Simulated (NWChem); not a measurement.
System: TiNH$_{2}$SCl; SMILES [S]=[Ti]([Cl])[NH2]

```xyz
6

Ti     0.2064     0.0528    -0.0427
S     -0.9690     1.7307     0.0155
Cl    -0.6264    -2.0120    -0.0292
N      1.9451     0.4343     0.4558
H      2.6568    -0.2801     0.6126
H      2.3165     1.3509     0.6961
```
Atoms are numbered in this order, from 1.

All runs: NWChem. STO-3G and 3-21G are far too small for this property and stand as cheap habits. All runs use the structure optimised with PBE0/def2-SVP. GIAO values for the isolated, static molecule; σ is the absolute isotropic shielding, δ = σ(reference) − σ with the isolated reference molecule computed at the same levels (1H: tetramethylsilane, 15N: ammonia).

```csv
level,σ Ti1 (ppm),σ S2 (ppm),σ Cl3 (ppm),δ N4 (ppm),δ H5 (ppm),δ H6 (ppm),relative time
BHandHLYP/pcSseg-1,-1627.2,-1872.8,441.4,292.2,8.93,13.44,10
"LDA (Slater exchange, VWN5)/pcSseg-1",-1509.9,-1101.4,258.5,303.4,9.98,12.44,5
Hartree-Fock/STO-3G,909.0,358.1,1110.9,40.9,1.55,4.40,1
```

Relative times are rough (shared machine, one core).
